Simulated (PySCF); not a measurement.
SiSe (singlet state).
InChI=1S/SeSi/c1-2

The calculation used PBE0-D3(BJ)/def2-SVP geometry optimisation, gas phase (PySCF 2.14.0).

Take the most abundant isotopes and a rigid rotor. 

(1) What are the moment of inertia and the rotational constant?

(2) List the first levels of a rigid rotor in a Σ state.

(3) Where do the first rotational lines fall?

(4) Estimate the classical rotational partition function at 25 K, 100 K and 298.15 K.

## Answers

(1) I = 88.615 u·Å², B = 505379 MHz·u·Å²/I = 5703 MHz (0.1902 cm⁻¹, or 0.274 K as hB/k). For two atoms I = μr² with μ = 20.7225 u and r = 2.0679 Å.

(2) E(J) = BJ(J+1): J = 1: 0.380, J = 2: 1.141, J = 3: 2.283, J = 4: 3.805, J = 5: 5.707, J = 6: 7.990 cm⁻¹.

(3) The dipole is 1.23 D; J+1 ← J lies at 2B(J+1): 1 ← 0 at 11.41 GHz, 2 ← 1 at 22.81 GHz, 3 ← 2 at 34.22 GHz, 4 ← 3 at 45.62 GHz, 5 ← 4 at 57.03 GHz, 6 ← 5 at 68.44 GHz.

(4) Point group C∞v, symmetry number σ = 1; q = kT/(σhB), k/h = 20836.6 MHz/K: 91.3 at 25 K, 365 at 100 K, 1090 at 298.15 K.

No PBE0-D3(BJ)/def2-SVP frequencies stand behind this structure, so it isn't proved a minimum. No vibrational averaging or centrifugal distortion is included, and the geometry carries the error of its method.

Hardware: one thread, Arm Neoverse N1 (aarch64) (shared host). Cost: 4.4 s, 0.24 GiB resident at most. This is the geometry optimisation.
